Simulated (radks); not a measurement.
Isoelectronic series with 4 electrons, all held in the configuration [He] 2s2, which need not be the ground one along the series. All-electron calculation, scalar-relativistic Kohn-Sham, r2SCAN, spin-unpolarised, spherical densities, finite nucleus; meta-GGA in the generalised Kohn-Sham scheme; Fermi nuclear charge, rms radius of each element as measured or else 0.836 A^(1/3) + 0.57 fm. Program: a radial shooting solver on a logarithmic mesh with Libxc functionals. Total energies (hartree) and orbital eigenvalues (hartree):

| ion | E (hartree) | 2s | 1s |
|---|---|---|---|
| Be | -14.65204 | -0.21119 | -3.99230 |
| F5+ | -88.10139 | -5.31942 | -30.26715 |
| Si10+ | -224.47091 | -16.73515 | -81.71872 |
| K15+ | -424.33846 | -34.50308 | -158.5315 |
| Cr20+ | -688.57645 | -58.71848 | -261.0255 |
| Cu25+ | -1018.35933 | -89.51352 | -389.6370 |
| Se30+ | -1415.18858 | -127.0594 | -544.9261 |
